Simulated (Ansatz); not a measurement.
`O[SiH2][SiH2]O[SiH3]` + `N[Si](O)(O)O` → `O[SiH2]N[Si](O)(O)O` + disiloxane  (cleavage of the Si–Si bond)

Gas-phase electronic energies from Ansatz, PBE0-D4/def2-TZVP geometries. CCSD(T)/CBS is the MP2 limit (def2-TZVPP, def2-QZVPP) plus CCSD(T) − MP2 in def2-TZVPP, frozen cores. Functionals use def2-TZVPP. Each species was taken in one conformer, which may not be the lowest.

Is it downhill or uphill in electronic energy at CCSD(T)/CBS, and by how much? (Estimate.)

The calculation gave: Downhill: ΔE = -1.02 eV.

What do these levels give: r2SCAN, HF/def2-TZVPP, MP2/def2-TZVPP, SCS-MP2/def2-TZVPP, CCSD/def2-TZVPP, CCSD/CBS(def2)? (An estimate is asked.)

Ansatz gave: r2SCAN -0.95, HF/def2-TZVPP -1.17, MP2/def2-TZVPP -1.12, SCS-MP2/def2-TZVPP -1.13, CCSD/def2-TZVPP -1.06, CCSD/CBS(def2) -1.03 eV.

Largest T1 diagnostic among the species: 0.012.

From PBE to PBE0 (25 % exact exchange), in def2-TZVPP and without D4, ΔE moves by −0.09 eV. In def2-TZVPP, CCSD(T) changes the Hartree–Fock value by +0.13 eV (the triples alone add +0.02 eV) and MP2 by +0.05 eV.
